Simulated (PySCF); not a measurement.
**From orbital energies to excitation energies**

C₂H₅NO₄Si.
Bonds: C1–N2 (double), N2–Si3, Si3–O4, Si3–O5, Si3–O6, O6–C7, C7–O8 (double). Hydrogens: H9, H10 on C1; H11 on O4; H12 on O5; H13 on C7.

Theory: TDDFT PBE0/def2-SVPD, vertical, gas phase, core orbitals frozen in the response in PySCF. Geometry: GFN2-xTB, one conformer, isolated molecule.

Orbital energies (eV): HOMO-3 -9.73, HOMO-2 -9.55, HOMO-1 -8.57, HOMO -7.49, LUMO -1.28, LUMO+1 -0.22, LUMO+2 0.08.

Computed singlets:

```csv
state,E (eV),f
S1,4.09,0.0002
S2,5.82,0.0007
S3,6.26,0.0004
S4,6.55,0.020
S5,6.57,0.0014
S6,7.28,0.034
S7,7.41,0.095
S8,7.44,0.028
```

Question: Which orbital pair leads each of S1, S2, S3, S4 and S5, and how does its energy difference Δε compare with the excitation energy?

Answer: 

| state | leading configuration | weight | Δε (eV) | E (eV) | E − Δε (eV) | f | other configurations |
| --- | --- | --- | --- | --- | --- | --- | --- |
| S1 | HOMO→LUMO | 0.98 | 6.22 | 4.09 | -2.13 | 0.0002 | – |
| S2 | HOMO-1→LUMO+1 | 0.64 | 8.35 | 5.82 | -2.53 | 0.0007 | H-1→L (31%) |
| S3 | HOMO→LUMO+1 | 0.98 | 7.27 | 6.26 | -1.01 | 0.0004 | – |
| S4 | HOMO→LUMO+2 | 0.96 | 7.57 | 6.55 | -1.02 | 0.020 | – |
| S5 | HOMO-1→LUMO | 0.68 | 7.29 | 6.57 | -0.73 | 0.0014 | H-1→L+1 (30%) |

E − Δε runs from -2.53 to -0.73 eV. By orbital difference alone the order would be S1, S3, S5, S4, S2.

H and L stand for HOMO and LUMO. The other states: S6 7.28 eV, f 0.034, H-3→L (55%), H-2→L (38%); S7 7.41 eV, f 0.095, H-2→L (47%), H-3→L (40%); S8 7.44 eV, f 0.028, H→L+3 (91%).

Question: Which computed triplets share their leading configuration (75% or more) with a singlet, and how far apart are the partners?

Answer: 

```csv
configuration,triplet,E(T) (eV),singlet,E(S) (eV),E(S) − E(T) (eV)
HOMO→LUMO,T1,3.44,S1,4.09,+0.65
```

The 3 triplets are Tamm–Dancoff values, the singlets full response.

Summed over the main configurations (up to three a state, each over 8%) of all 8 singlets, the electron leaves HOMO with weight 3.82, HOMO-1 with weight 1.93, HOMO-3 with weight 0.95 and HOMO-2 with weight 0.84.
